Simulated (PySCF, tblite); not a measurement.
C5H9F3SSi.
Geometry (GFN2-xTB, Å), atoms numbered from 1 in this order:
```xyz
19
C5H9F3SSi angstrom
C     -1.295   -1.286   -0.519
C     -0.323   -0.200   -0.052
Si    -0.976    1.515   -0.739
C      1.034   -0.407   -0.587
S      1.327   -1.271   -1.940
C      2.228    0.180    0.109
F      1.989    1.419    0.658
C     -0.343   -0.124    1.467
F     -1.605    0.106    1.911
F      0.034   -1.307    2.023
H     -2.279   -1.125   -0.085
H     -1.382   -1.282   -1.602
H     -0.934   -2.267   -0.211
H     -2.366    1.599   -0.308
H     -0.847    1.396   -2.188
H     -0.160    2.589   -0.187
H      3.058    0.296   -0.593
H      2.539   -0.478    0.932
H      0.292    0.658    1.902
```

Computed with PBE0/pcSseg-1 in PySCF (dipole) on a GFN2-xTB geometry, gas phase.

Take the most abundant isotopes and a rigid rotor. The values belong to one conformer with, in the numbering `[CH3:1][C@:2]([SiH3:3])([C:4](=[S:5])[CH2:6][F:7])[CH:8]([F:9])[F:10]`, C1–C2–C4–S5 23°, C2–C4–C6–F7 -36°, C1–C2–C8–F9 -57°.

Task: Give the principal moments of inertia and the rotational constants in cm⁻¹.

Result: Ia = 462.18, Ib = 650.41, Ic = 668.70 u·Å²; 505379 MHz·u·Å²/I gives 1093, 777.0 and 755.8 MHz, that is A = 0.03647, B = 0.02592, C = 0.02521 cm⁻¹.

Task: Classify the top.

Result: An asymmetric top; Ray's κ = -0.874.

Task: What does the inertial defect say?

Result: Not planar: Δ = Ic − Ia − Ib = -443.88 u·Å². For a rigid frame Δ = −2 Σ m c², so Σ m c² = 221.94 u·Å² lies off the ab plane: 20.57 from hydrogen and 201.38 from heavier atoms. The atom farthest from that plane is 2.65 Å away.

Task: Give the other two planar moments, Paa and Pbb, and the rms extents of the mass along the axes.

Result: Paa = Σ m a² = (Ib + Ic − Ia)/2 = 428.47 and Pbb = Σ m b² = (Ia + Ic − Ib)/2 = 240.23 u·Å². With the mass M = 186.01 u, the rms extents √(P/M) along a, b and c are 1.52, 1.14, 1.09 Å.

Task: Where do the levels up to J = 4 lie, in MHz?

Result: Above 0(0,0):
J = 1: 1(0,1) 1533, 1(1,1) 1849, 1(1,0) 1870
J = 2: 2(0,2) 4597, 2(1,2) 4894, 2(1,1) 4957, 2(2,1) 5907, 2(2,0) 5908
J = 3: 3(0,3) 9192, 3(1,3) 9459, 3(1,2) 9587, 3(2,2) 10505, 3(2,1) 10510, 3(3,1) 12141, 3(3,0) 12141
J = 4: 4(0,4) 15312, 4(1,4) 15546, 4(1,3) 15758, 4(2,3) 16635, 4(2,2) 16651, 4(3,2) 18274, 4(3,1) 18274, 4(4,1) 20562, 4(4,0) 20562

Task: Which types of transition are allowed, and where do some lines up to J = 5 fall?

Result: The dipole components are |μa| = 0.13 D, |μb| = 0.15 D, |μc| = 1.15 D. Intensities carry the squares of the components, which stand as 0.01 : 0.02 : 1.00 (a : b : c). Some lines, for components of 0.1 D or more:

| type | branch | J(Ka,Kc) | MHz | lower level (cm⁻¹) |
| --- | --- | --- | --- | --- |
| b | Q | 5(2,3) ← 5(1,4) | 862 | 0.783 |
| a | R | 1(0,1) ← 0(0,0) | 1533 | 0.000 |
| b | R | 1(1,1) ← 0(0,0) | 1849 | 0.000 |
| c | R | 2(2,1) ← 1(1,1) | 4057 | 0.062 |
| b | R | 2(2,0) ← 1(1,1) | 4058 | 0.062 |
| b | R | 5(2,3) ← 4(3,2) | 6058 | 0.610 |
| a | R | 4(1,4) ← 3(1,3) | 6087 | 0.316 |
| b | R | 3(3,0) ← 2(2,1) | 6234 | 0.197 |
| c | R | 4(1,3) ← 3(0,3) | 6567 | 0.307 |
| b | R | 5(1,4) ← 4(2,3) | 6835 | 0.555 |
| c | R | 4(2,2) ← 3(1,2) | 7064 | 0.320 |
| a | R | 5(1,4) ← 4(1,3) | 7712 | 0.526 |
| b | R | 5(1,5) ← 4(0,4) | 7840 | 0.511 |
| c | R | 5(5,1) ← 4(4,1) | 10608 | 0.686 |

Task: Estimate the classical rotational partition function at 25 K, 50 K and 200 K.

Result: Point group C1, symmetry number σ = 1; q = (√π/σ)·√((kT/h)³/(ABC)), k/h = 20836.6 MHz/K: 26300 at 25 K, 74400 at 50 K, 595000 at 200 K.

Its GFN2-xTB frequencies are all real (lowest 40 cm⁻¹). Zero-point vibration and centrifugal distortion are left out. A rigid rotor knows nothing of internal rotation, which can split or shift real lines.

On Arm Neoverse V1, one thread, shared host, this took 63 s of wall time and 1.1 GiB of memory at its peak. This is the PBE0/pcSseg-1 job that gave the dipole, with the shieldings it also computed.
